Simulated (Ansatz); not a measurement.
Molecule: HgH, charge 0, multiplicity 2. The spin state was set by rule; other spins were not relaxed. 
Geometry from a B3LYP-D3(BJ)/def2-TZVP (Ansatz, a first-principles code) optimisation:
SMILES: [HgH]
```xyz
2

Hg     0.0000     0.0000    -0.0222
H      0.0000     0.0000     1.7746
```
Charge 0, spin multiplicity 2.

Quantity: vertical ionisation energy (to the singlet state of charge +1; each state is the SCF solution reached for its spin; for the singlet T1 is 0.030), in eV. Cores are frozen in the correlated levels unless marked. Open shells are spin-unrestricted. No spin-orbit coupling. The frozen core is the preceding noble-gas configuration, with the filled d and f shells of earlier blocks. In def2 rows, elements after Kr have scalar-relativistic effective core potentials. CBS marks a two-point X^-3 extrapolation of the correlation energy; Hartree-Fock from the larger set.

```tsv
level	program	vertical ionisation energy (eV)
PBE/def2-TZVPD	Ansatz	8.25
PBE0/def2-TZVPD	Ansatz	8.23
wB97X-V/def2-TZVPD	Ansatz	8.12
CCSD/def2-QZVPPD	Ansatz	8.16
CCSD/CBS(def2-TZVPPD,def2-QZVPPD)	Ansatz	8.19
CCSD(T)/def2-QZVPPD	Ansatz	8.18
CCSD(T)/CBS(def2-TZVPPD,def2-QZVPPD)	Ansatz	8.23
```
